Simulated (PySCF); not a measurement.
# Argon: a sound run and one with changed settings

Sound run: Ar²⁺ [Ne] 3s2 3p4, Ar³⁺ [Ne] 3s2 3p3. Computed with PySCF 2.14 in x2c-TZVPall, with scalar relativity by spin-free X2C-1e. In the sound run the correlated levels freeze [Ne]. The sound run starts from symmetry-adapted Hartree-Fock orbitals and uses a fine grid where one is needed.

Changed run: all electrons correlated in a basis built for the valence shell.

```
species   method  sound run (hartree)  changed run (hartree)  converged
   Ar²⁺      MP2           -527.23707             -527.33927        yes
   Ar²⁺  CCSD(T)           -527.26802             -527.36869        yes
   Ar³⁺      MP2           -525.76189             -525.86360        yes
   Ar³⁺  CCSD(T)           -525.78779             -525.88814        yes
```

Ionisation energy of Ar²⁺:

```json
{"method": "UHF", "sound run (eV)": "39.360", "changed run (eV)": "39.360"}
{"method": "MP2", "sound run (eV)": "40.142", "changed run (eV)": "40.155"}
{"method": "SCS-MP2", "sound run (eV)": "40.224", "changed run (eV)": "40.226"}
{"method": "CCSD", "sound run (eV)": "40.252", "changed run (eV)": "40.261"}
{"method": "CCSD(T)", "sound run (eV)": "40.279", "changed run (eV)": "40.288"}
```

A valence basis has no tight correlating functions, so it recovers only part of the core correlation, and not evenly between atom and ion.

For comparison, NIST gives 40.735 ± 0.012 eV between the lowest levels.
